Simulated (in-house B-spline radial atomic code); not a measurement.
**BSE on G0W0@HF excitations of N3+**

Method: BSE on G0W0@HF. Computed with a B-spline radial code for spherical atoms: linear response of the closed shell [He] 2s2 with a statically screened interaction on G0W0 levels; scalar-relativistic (spin-free one-electron X2C), finite nucleus, no spin-orbit coupling, no double excitations, S, P, D and F terms only.

Command:
```bash
python run_td.py task.json out
```
Settings (radii: box in bohr, nucleus in fm):
```
Z                        7
electrons                4
configuration            [He] 2s2
hamiltonian              x2c
method                   bse
box_radius               23.08
rms_radius               2.5582
intervals                74
```

Time taken, with all properties: 0.3 s on 1 thread of Intel(R) Xeon(R) 6975P-C (Granite Rapids) (shared host).

The lowest states, in the order of their Tamm-Dancoff energies; the method's threshold (minus the highest G0W0 level) is 77.09 eV. Labels give the largest channel, * marks a mixed state, and oscillator strengths are full-response dipole values. Energies in eV:

```csv
state,full response,Tamm-Dancoff,oscillator strength
2s → 2p 3P,7.171,7.709,-
2s → 2p 1P,15.583,16.871,0.587
2s → 3s 3S,?,?,-
2s → 3s 1S,48.64,48.66,-
2s → 3p 3P,50.31,50.32,-
2s → 3p 1P,?,?,?
2s → 3d 3D,52.07,52.08,-
2s → 3d 1D,53.13,53.13,-
2s → 4s 3S,61.15,61.15,-
2s → 4s 1S,61.71,61.72,-
```

Task: Where does 2s → 3p 1P lie?

Result: At 50.97 eV in full response, 50.99 eV in Tamm-Dancoff, oscillator strength 0.309.

Task: Where does 2s → 3s 3S lie?

Result: At 46.81 eV in full response, 46.83 eV in Tamm-Dancoff.

Task: How large is the singlet-triplet splitting of 2s → 2p (P terms) in Tamm-Dancoff?

Result: 9.16 eV, from the unrounded values.

Task: What polarisabilities and dispersion coefficient does the method give?

Result: Dipole 1.96 bohr³, quadrupole 1.376 bohr⁵, C6 1.849 hartree·bohr⁶ for two such species.
